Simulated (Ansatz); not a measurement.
A nudged elastic band was laid between two geometries of C$_{2}$H$_{10}$AlNSi (15 atoms, charge 0, multiplicity 1).

Level of theory: Ansatz 0.2.0, RHF/STO-3G.

```
movable images  : 5
climbing image  : yes
spring          : 5.0 eV/Å²
optimiser       : quadratic models (default)
start path      : through a guess of the saddle point
force threshold : 0.03 eV/Å
iteration limit : 60
end points      : relaxed
```

First end point:

```xyz
15
Properties=species:S:1:pos:R:3
C -1.162 -0.664 0.557
N 0.190 -0.450 0.002
Si 1.492 -1.163 0.942
C 0.386 0.968 -0.427
Al -0.897 1.485 -1.759
H -1.377 -0.059 1.445
H -1.301 -1.710 0.826
H -1.926 -0.420 -0.187
H 1.655 -0.531 2.211
H 2.703 -1.028 0.209
H 1.199 -2.539 1.156
H 1.391 1.040 -0.841
H 0.378 1.637 0.440
H -0.871 0.839 -3.085
H -1.882 2.544 -1.459
```

Last end point:

```xyz
15
Properties=species:S:1:pos:R:3
C -1.156 -0.466 0.739
N 0.143 -0.468 0.037
Si 1.462 -1.203 0.939
C 0.432 0.862 -0.580
Al -0.927 1.362 -1.841
H -1.214 0.255 1.563
H -1.369 -1.453 1.148
H -1.967 -0.224 0.046
H 1.062 -2.504 1.353
H 1.813 -0.448 2.098
H 2.598 -1.286 0.087
H 1.389 0.774 -1.093
H 0.581 1.622 0.193
H -1.104 0.575 -3.076
H -1.765 2.550 -1.583
```

Which bonds break or form, and what moves?

No bond is made or broken. The dihedral C1–N2–Si3–H10 goes from 173 to -67°. The two ends are copies of one structure, up to a mirror image or an exchange of like atoms.

Give the energies along the band, and the barrier.

The forces met the threshold. The highest image is number 3 of 0 to 6, 0.090 eV above the ends, which have the same energy within 2 meV. A vibrational analysis at the climbing image gives one clearly imaginary mode, 148i cm⁻¹: a first-order saddle point. Limits of this set-up: minimal basis.

```
image  path coordinate (Å)  energy (eV)  dihedral C1–N2–Si3–H10 (°)
    0                 0.00        0.000                         173
    1                 0.75        0.021                        -169
    2                 1.50        0.067                        -150
    3                 2.25        0.090                        -130
    4                 2.99        0.067                        -109
    5                 3.73        0.021                         -87
    6                 4.47        0.000                         -67
```

What is the geometry of the highest image?


```xyz
15
Properties=species:S:1:pos:R:3
C -1.165 -0.487 0.714
N 0.159 -0.429 0.067
Si 1.476 -1.214 0.930
C 0.425 0.906 -0.543
Al -0.925 1.377 -1.824
H -1.280 0.210 1.552
H -1.366 -1.490 1.089
H -1.955 -0.253 -0.006
H 1.053 -1.605 2.233
H 2.585 -0.330 1.044
H 1.894 -2.379 0.226
H 1.391 0.844 -1.042
H 0.545 1.669 0.233
H -1.066 0.583 -3.060
H -1.793 2.548 -1.584
```

What are the harmonic wavenumbers there?

148i, 68, 81, 153, 222, 280, 301, 410, 591, 710, 800, 833, 853, 881, 956, 1053, 1178, 1210, 1231, 1245, 1305, 1344, 1443, 1519, 1585, 1776, 1833, 1855, 1862, 2693, 2734, 2860, 2903, 2912, 3496, 3511, 3639, 3648, 3709 cm⁻¹.

Run time: 53 s on 1 thread of Arm Neoverse V2, on a shared host, peak memory 0.1 GiB.
